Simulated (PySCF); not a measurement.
Isomers of C3H3Cl. All species are isolated molecules in the gas phase. Strings in code marks are SMILES.

The T1 excitation (TDA) from two functionals at the same geometries (B3LYP-D3(BJ)/def2-TZVP), both in PySCF: PBE-D3(BJ)/def2-TZVP and TPSSh-D3(BJ)/def2-TZVP. Excitations are Tamm–Dancoff values on a coarser integration grid. The basis has no diffuse functions, so Rydberg states are missing or too high.

```csv
species,TPSSh-D3(BJ)/def2-TZVP (eV)
`ClCC#C`,4.99
`C=C=CCl`,4.33
`ClC1=CC1`,4.16
```

### Question
What does PBE-D3(BJ)/def2-TZVP give for each?

### Answer

- `ClCC#C`: 4.89
- `C=C=CCl`: 4.10
- `ClC1=CC1`: 4.13
Over these rows, drawn at random from the members with no instability flagged (it was tested for open shells, ions and some series alone), PBE minus TPSSh-D3(BJ): mean -0.12 eV, from -0.23 eV to -0.03 eV.
